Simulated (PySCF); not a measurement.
A calculated (B3LYP, PySCF 2.14, x2c-TZVPall, scalar relativity by spin-free X2C-1e) atom or ion has these occupied shells.

```
shell  electrons  orbital energy (eV)  rms radius, mean of both spins (bohr)
 1s β          1             -18851.4                                 0.0415
 1s α          1             -18851.4                                 0.0415
 2s α          1              -2658.6                                  0.171
 2s β          1              -2658.2                                  0.171
 2p α          3              -2374.7                                  0.152
 2p β          3              -2374.4                                  0.152
 3s α          1              -455.33                                  0.474
 3s β          1              -455.11                                  0.474
 3p α          3              -361.92                                  0.480
 3p β          3              -361.67                                  0.480
 3d α          5              -208.82                                  0.475
 3d β          5              -208.39                                  0.475
 4s α          1              -68.975                                   1.24
 4s β          1              -66.745                                   1.24
 4p α          3              -44.306                                   1.40
 4p β          3              -41.620                                   1.40
 4d α          4              -11.346                                   2.28
```

(1) Name the element and its charge.

## Answers

(1) Nb⁺ (niobium, charge +1), in [Kr] 4d4, high-spin 5D determinant.
